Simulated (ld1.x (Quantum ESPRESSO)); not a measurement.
An all-electron radial function and its pseudo partner (Cl (Z = 17))

Columns: radius, all-electron u(r) and pseudo u(r) of the 3p shell (level -11.15 eV) of chlorine in the configuration [Ne] 3s2 3p4.75; PBE, scalar-relativistic, TM scheme, ld1.x (Quantum ESPRESSO) 7.5.

| r (bohr) | all-electron | pseudo |
| --- | --- | --- |
| 0.053 | 0.0814 | -0.0116 |
| 0.105 | 0.2086 | -0.0432 |
| 0.158 | 0.3086 | -0.0900 |
| 0.210 | 0.3589 | -0.1415 |
| 0.262 | 0.3635 | -0.1898 |
| 0.315 | 0.3301 | -0.2288 |
| 0.368 | 0.2687 | -0.2548 |
| 0.420 | 0.1906 | -0.2691 |
| 0.473 | 0.1004 | -0.2767 |
| 0.525 | 0.0073 | -0.2827 |
| 0.578 | -0.0880 | -0.2927 |
| 0.630 | -0.1788 | -0.3102 |
| 0.683 | -0.2664 | -0.3391 |
| 0.735 | -0.3462 | -0.3793 |
| 0.788 | -0.4204 | -0.4311 |
| 0.840 | -0.4861 | -0.4880 |
| 0.893 | -0.5456 | -0.5457 |
| 0.945 | -0.5968 | -0.5968 |
| 0.998 | -0.6418 | -0.6418 |
| 1.050 | -0.6792 | -0.6792 |
| 1.102 | -0.7102 | -0.7102 |
| 1.155 | -0.7356 | -0.7356 |
| 1.208 | -0.7553 | -0.7553 |
| 1.260 | -0.7696 | -0.7696 |
| 1.313 | -0.7795 | -0.7795 |
| 1.365 | -0.7850 | -0.7850 |

Problem. How many radial nodes do the two functions have?

Solution. The all-electron 3p function has n − l − 1 = 1; the pseudo-wave has 0, since the states of the same l below it are removed with the core.

Problem. At about which radius was the pseudo-wave matched?

Solution. 0.95 bohr. The columns agree to 0.0005 from 0.89 bohr on; several derivatives are matched, so the curves merge somewhat inside the radius.

Problem. Is the pseudo-wave norm-conserving?

Solution. Yes: the TM scheme keeps the norm inside the radius equal to the all-electron one, which fixes the energy derivative of the logarithmic derivative at the level.
